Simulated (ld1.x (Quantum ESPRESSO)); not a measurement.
Before and after: TM potential for Si

Si (Z = 14), norm-conserving Troullier–Martins (Kleinman–Bylander form), made with ld1.x (Quantum ESPRESSO) 7.5 (PBEsol, scalar-relativistic). Core [Ne], reference 3s1.5 3p2.5. Waves: 3s (bound): rc 1.35 bohr; 3p (bound): rc 2.40 bohr; 3d channel at 0.2 Ry: rc 2.05 bohr. Local part: all-electron potential smoothed inside 2.25 bohr (lloc = -1). Core correction: a·sin(br)/r model core inside 0.90 bohr.

Change: wave 3s (bound): rc 1.35 bohr becomes 3s (bound): rc 1.20 bohr.

Cutoffs: the cutoffs (Ry, on a coarse ladder) from which the occupation-weighted sum of valence levels, in a spherical-Bessel basis at the reference potential, stays within 10 and 1 mRy of its value at 400 Ry; they do not see the model core or the augmentation charge, which bear on the density cutoff. Errors are all-electron minus pseudo energies relative to the spin-unpolarised reference configuration.

What does the change do?

The potential gets harder (35 Ry and 70 Ry → 50 Ry and 110 Ry); of the 7 tests that both files solve, the error grows in 4 and shrinks in 0 by more than 15 % and 0.3 meV (median size 0.5 → 1.0 meV); neither file shows a bound ghost. A smaller radius makes the pseudo-wave follow the all-electron one further in, where it bends more sharply, so more plane waves are needed. That the errors move this way runs against the usual rule that smaller radii transfer better.

```tsv
quantity	base	changed
cutoff, loose	35 Ry	50 Ry
cutoff, tight	70 Ry	110 Ry
loose cutoff by channel (10 mRy a level)	s 30 Ry, p 6 Ry	s 45 Ry, p 6 Ry
bound ghosts	none	none
error for 3s2 3p2, meV [ΔE -3.38 eV]	-0.3	-0.8
error for 3s2 3p1, meV [ΔE 4.34 eV]	+0.3	-0.8
error for 3s2 3p0, meV [ΔE 20.30 eV]	+14	+14
error for 3s0 3p4, meV [ΔE 10.36 eV]	-4.6	-11
error for 3s2 3p2.3, meV [ΔE -4.30 eV]	+0.3	-0.1
error for 3s1 3p3, meV [ΔE 3.42 eV]	-0.5	-1.0
error for 3s1 3p2, meV [ΔE 11.75 eV]	+3.6	+3.5
s: phases at 2.60 bohr within 0.05 rad from the reference energy up to (Ry; the scan ends near 5)	1.8	1.6
p: phases at 2.60 bohr within 0.05 rad from the reference energy up to (Ry; the scan ends near 5)	2.6	2.6
d: phases at 2.60 bohr within 0.05 rad from the reference energy up to (Ry; the scan ends near 5)	3.5	3.5
```
